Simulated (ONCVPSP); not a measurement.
**I (Z = 53): variants of one ONCV potential**

Base potential:

iodine (I), optimised norm-conserving Vanderbilt (ONCV), made with ONCVPSP 4.0.1 (revPBE, non-relativistic). Core [Ar] 3d10, reference 4s2 4p6 4d10 5s2 5p5. Waves: 4s+5s: rc 1.40 bohr, ncon 3, nbas 7, qcut 7.3 1/bohr, 2 projectors; 4p+5p: rc 1.10 bohr, ncon 4, nbas 8, qcut 14.9 1/bohr, 2 projectors; 4d: rc 1.30 bohr, ncon 4, nbas 9, qcut 9.6 1/bohr, 2 projectors, debl 1.4 Ha. Local part: polynomial inside 0.75 bohr (lpopt 5, dvloc0 0 Ha). Core correction: Teter function, fcfact 6, rcfact 1.6.

In the d channel the program set the typed energies aside and used -1.935, 0.250 Ha.

Cutoffs, loose and tight: the cutoffs (Ha) at which the residual kinetic energy of the hardest occupied pseudo-wave falls to 1 and 0.1 mHa per electron. They do not see the model core or the augmentation charge, which bear on the density cutoff. Test errors are all-electron minus pseudo excitation energies from the reference, over the configurations 4s2 4p6 4d10 5s2 5p4; 4s2 4p6 4d10 5s2 5p3; 4s2 4p6 4d10 5s2 5p2; 4s2 4p6 4d10 5s2 5p4.5. A dash means not determined; rows that change the core or the reference have their own tests.

```tsv
change	outcome	cutoff, loose	cutoff, tight	bound ghosts	GHOST(+) flags above zero	largest test error (meV)
base	generated, projector energies reset by the program	68 Ha	81 Ha	none	s	+2.9
s: nproj 3	generated, projector energies reset by the program	68 Ha	81 Ha	none	s	+0.5
d: nbas 8	generated, projector energies reset by the program	68 Ha	87 Ha	none	s	+2.9
```

(1) What comes out with this change to the base: d: rc 1.56?

## Answers

(1) outcome: generated, projector energies reset by the program; cutoff, loose: 68 Ha; cutoff, tight: 80 Ha; bound ghosts: none; GHOST(+) flags above zero: s; largest test error (meV): +2.3.
